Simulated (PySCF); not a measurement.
C2H6BNO. Atoms are numbered in the order given.

```xyz
11

N      0.0487    -1.9220     0.0000
B      0.0432    -0.5246     0.0000
C      1.1012     0.6689     0.0000
C     -0.2197     1.4743     0.0000
O     -1.0728     0.2976     0.0000
H      0.8976    -2.4705     0.0000
H     -0.8055    -2.4670     0.0000
H      1.7248     0.7988    -0.8967
H      1.7248     0.7988     0.8967
H     -0.4021     2.0881    -0.8981
H     -0.4021     2.0881     0.8981
```

The structure is a stationary point at B3LYP-D3(BJ)/def2-SVP. This is a generated structure with no PubChem entry under its InChIKey; it may be hypothetical. One conformer was computed; it need not be the lowest.

All values below come from PBE/def2-TZVP (PySCF).

ESP charges are fitted to the potential on shells at 1.4 to 2.0 van der Waals radii. Atomic charges (e):

```csv
atom,IAO,ESP fit,Löwdin,Mulliken
N1,-0.58,-1.28,0.05,-0.45
B2,0.38,___,-0.86,0.25
C3,-0.47,___,-0.20,-0.37
C4,-0.04,0.19,-0.23,-0.01
O5,-0.43,-0.50,0.34,-0.28
H6,0.28,0.46,0.18,0.23
H7,0.28,0.48,0.18,0.23
H8,0.15,___,0.15,0.11
H9,0.15,___,0.15,0.11
H10,0.14,___,0.12,0.09
H11,0.14,___,0.12,0.09
```

**Question.** Some entries are withheld; supply them. (An estimate is asked for; the answer gives what the named calculation found.)

**Answer.** 
- B2, ESP fit: 0.90
- C3, ESP fit: -0.65
- H8, ESP fit: 0.15
- H9, ESP fit: 0.15
- H10, ESP fit: 0.05
- H11, ESP fit: 0.05

**Question.** Give the Mayer and Wiberg (Löwdin basis) orders of the bonds. (The exact figures need the calculation; the answer reports its results.)

**Answer.** 
```
bond    Mayer  Wiberg
------  -----  ------
N1–B2    1.35    1.84
B2–C3    1.02    1.16
C3–C4    1.02    1.17
B2–O5    1.25    1.76
C4–O5    0.97    1.30
N1–H6    0.92    0.90
N1–H7    0.90    0.89
C3–H8    0.94    0.84
C3–H9    0.94    0.84
C4–H10   0.94    0.89
C4–H11   0.94    0.89
```
